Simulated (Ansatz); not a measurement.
Two members of one family (GaP nanocrystals, H-capped) that differ in charge, which shifts all levels, computed with Ansatz in the gas phase. Levels of anions in sets without diffuse functions are rough. The structures are stationary points that may keep the symmetry of their start.

First: Ga8P7H24⁻, cut from zinc blende, rod (singlet, charge -1, r2SCAN-D4/def2-SVP geometry).

Cartesian coordinates in Å:
```
P -0.716 0.900 -1.268
P -3.355 0.722 1.204
P 4.645 1.468 -0.546
P 1.711 1.515 1.608
P -2.737 -2.102 -1.147
P -0.633 -1.595 1.751
P 2.334 -1.334 -0.765
Ga -1.469 -0.865 -2.748
Ga 3.939 -0.212 -2.147
Ga -4.551 -0.914 -0.097
Ga -2.181 2.388 -0.038
Ga 0.553 -0.173 0.353
Ga -2.098 -0.148 3.034
Ga 3.225 3.072 0.591
Ga -1.386 -3.406 0.322
H 0.281 1.673 -1.933
H -4.385 1.463 1.852
H 5.670 2.220 -1.181
H 5.467 0.835 0.426
H 0.691 2.230 2.284
H 2.354 0.925 2.730
H -3.389 -3.090 -1.939
H 0.406 -2.076 2.601
H 1.691 -2.345 -1.522
H 3.029 -2.156 0.163
H -2.375 -0.231 -3.864
H -0.168 -1.667 -3.162
H 3.181 0.560 -3.273
H 5.168 -1.149 -2.414
H -5.374 -0.165 -1.213
H -5.292 -1.897 0.888
H -3.111 3.134 -1.062
H -1.241 3.230 0.916
H -1.160 0.961 3.666
H -2.968 -1.043 3.991
H 2.469 3.848 -0.534
H 4.098 3.770 1.692
H -0.088 -3.940 -0.413
H -2.234 -4.407 1.190
```

```json
{"level": "PBE-D4/def2-SVP", "HOMO (eV)": "-2.95", "LUMO (eV)": "0.66", "gap (eV)": "3.60"}
{"level": "PBE-D4/def2-TZVP", "HOMO (eV)": "-3.05", "LUMO (eV)": "0.32", "gap (eV)": "3.37"}
{"level": "r2SCAN-D4/def2-SVP", "HOMO (eV)": "-3.22", "LUMO (eV)": "0.81", "gap (eV)": "4.03"}
{"level": "PBE0-D4/def2-SVP", "HOMO (eV)": "-4.03", "LUMO (eV)": "1.41", "gap (eV)": "5.44"}
{"level": "PBE0-D4/def2-TZVP", "HOMO (eV)": "-4.10", "LUMO (eV)": "1.07", "gap (eV)": "5.17"}
```

Second: Ga7P8H26⁺, cut from zinc blende, rod (singlet, charge 1, r2SCAN-D4/def2-SVP geometry).

```xyz
41

Ga   -4.0170    2.1971   -2.3199
Ga   -3.3427   -2.0381   -1.5914
Ga   -1.6551    0.6817    1.0942
Ga    1.4662   -1.6285    0.9724
Ga    0.2665    0.1153   -2.4356
Ga    2.6569    1.4185    3.5243
Ga    4.7005    0.6923   -0.1861
P    -2.7947    2.3363   -0.2060
P    -2.9127   -1.3272    0.6570
P     1.8610   -0.8592    3.1911
P    -4.5945   -0.1782   -2.3990
P    -1.2002   -1.8372   -2.6035
P     0.3511    0.2052   -0.0330
P     3.6231   -1.4865   -0.0160
P     4.6392    1.2772    2.1582
H    -5.3609    2.9423   -2.0769
H    -2.9721    2.3966   -3.4501
H    -4.0415   -3.4207   -1.6986
H    -1.5997    0.9929    2.6183
H     0.6978   -2.9798    0.8265
H    -0.5936    1.3021   -2.9636
H     1.6499   -0.3614   -2.9742
H     3.0384    1.5816    5.0222
H     1.6283    2.2857    2.7277
H     3.6263    1.5839   -0.8841
H     6.1697    0.4671   -0.6395
H    -3.6231    3.0165    0.7258
H    -1.8112    3.3439   -0.3812
H    -4.1522   -1.2883    1.3483
H    -2.3002   -2.3987    1.3566
H     0.6465   -1.0423    3.9038
H     2.6541   -1.8250    3.8666
H    -5.8908   -0.3802   -1.8540
H    -4.8910   -0.4949   -3.7507
H    -1.4198   -2.1496   -3.9708
H    -0.5166   -3.0238   -2.2257
H     1.1730    1.3221    0.2862
H     3.5092   -2.0605   -1.3095
H     4.4540   -2.4676    0.5899
H     5.2501    2.5568    2.2447
H     5.6279    0.5328    2.8555
```

Q: What does the change do? Estimate second minus first.

A: 
```json
{"level": "PBE-D4/def2-SVP", "Δ HOMO (eV)": "-6.13", "Δ LUMO (eV)": "-5.21", "Δ gap (eV)": "0.92"}
{"level": "PBE-D4/def2-TZVP", "Δ HOMO (eV)": "-6.05", "Δ LUMO (eV)": "-5.16", "Δ gap (eV)": "0.89"}
{"level": "r2SCAN-D4/def2-SVP", "Δ HOMO (eV)": "-6.14", "Δ LUMO (eV)": "-5.19", "Δ gap (eV)": "0.95"}
{"level": "PBE0-D4/def2-SVP", "Δ HOMO (eV)": "-6.14", "Δ LUMO (eV)": "-5.20", "Δ gap (eV)": "0.94"}
{"level": "PBE0-D4/def2-TZVP", "Δ HOMO (eV)": "-6.07", "Δ LUMO (eV)": "-5.13", "Δ gap (eV)": "0.94"}
```
